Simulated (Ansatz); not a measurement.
Ansatz (a program for electronic structure) input:

Ansatz 0.2 input:
```yaml
crystal:
  periodic: [false, false, false]
  atoms:
    - {symbol: C, position_ang: [-1.93838682, 0.25398546, 0.26333237]}
    - {symbol: C, position_ang: [-1.66110414, -1.07042148, 0.30091808]}
    - {symbol: O, position_ang: [-0.32293312, -1.22988621, 0.11819833]}
    - {symbol: C, position_ang: [0.21942406, 0.02347536, -0.03286033]}
    - {symbol: C, position_ang: [-0.75698207, 0.98398203, 0.05114342]}
    - {symbol: C, position_ang: [1.65540178, 0.09017115, -0.24282927]}
    - {symbol: O, position_ang: [2.27124037, 1.12099362, -0.39143130]}
    - {symbol: H, position_ang: [-2.24377462, -1.96290403, 0.43667784]}
    - {symbol: H, position_ang: [-0.60609417, 2.04599895, -0.03255763]}
    - {symbol: H, position_ang: [2.15329394, -0.89910943, -0.25648202]}
basis:
  gaussian:
    orbitals: def2-TZVP
hamiltonian:
  xc: b3lyp
  dispersion: d3bj
magnetization: {spin_polarized: true, initial_magnetization: 1}
phonons: {temperatures: {t_min: 298.15, t_max: 298.15, t_step: 100}}
```

Task: Which total energy does the run end on?

Result: -342.80201 Eh (B3LYP-D3(BJ)/def2-TZVP). The basis has 235 functions.

It need not be the lowest isomer of its formula.
